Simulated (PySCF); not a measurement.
C₆H₇NO₂.
Cartesian coordinates in Å at the GFN2-xTB level; atoms count from 1:
```
atom  x, y, z in Å
N1    -1.9608   -1.4242    2.2036
C2    -1.6262   -1.1146    1.1558
C3    -1.1744   -0.6974   -0.1532
O4    -1.8938    0.4253   -0.6750
C5    -0.7278    1.2506   -0.6912
C6     0.1406    0.1085   -0.1649
C7     1.0529    0.2434    1.0537
O8     2.1750   -0.2238    0.3028
C9     1.3956   -0.3855   -0.8817
H10   -1.2015   -1.5556   -0.8389
H11   -0.4921    1.5953   -1.7017
H12   -0.8267    2.1061   -0.0169
H13    0.8162   -0.4138    1.8955
H14    1.1978    1.2668    1.4117
H15    1.7475    0.2553   -1.6959
H16    1.3701   -1.4275   -1.2152
```

Computed at PBE0/pcSseg-1 (PySCF, non-relativistic), with Q(14N) = 0.02044 b, Q(17O) = −0.0256 b: N1, 14N (I = 1): χzz = -4.871 MHz, η = 0.132; O4, 17O (I = 5/2): χzz = 12.64 MHz, η = 0.840; O8, 17O (I = 5/2): χzz = 12.73 MHz, η = 0.805.

Task: Find the zero-field quadrupole resonance frequencies of 14N at N1.

Result: From ν± = (3/4)|χ|(1 ± η/3) and ν0 = |χ|η/2: ν+ 3.813 MHz, ν− 3.493 MHz, ν0 0.321 MHz (nitrile nitrogen).

Task: Where would the pure quadrupole (NQR) lines of 17O at O4 fall for the rigid, isolated species?

Result: From the eigenvalues of H = χ/[4I(2I − 1)] × [3Iz² − I(I + 1) + η(Ix² − Iy²)], steps between neighbouring levels, labelled as for η = 0: ±1/2↔±3/2 3.001 MHz, ±3/2↔±5/2 3.431 MHz (cyclic ether oxygen).

Task: Where would the pure quadrupole (NQR) lines of 17O at O8 fall for the rigid, isolated species?

Result: From the eigenvalues of H = χ/[4I(2I − 1)] × [3Iz² − I(I + 1) + η(Ix² − Iy²)], steps between neighbouring levels, labelled as for η = 0: ±1/2↔±3/2 2.949 MHz, ±3/2↔±5/2 3.477 MHz (cyclic ether oxygen).

In a crystal, neighbours and librations shift these lines. GFN2-xTB bond lengths can be off by several hundredths of an ångström, more for odd bonds, and the gradients follow them. The small basis limits the accuracy of the gradients.
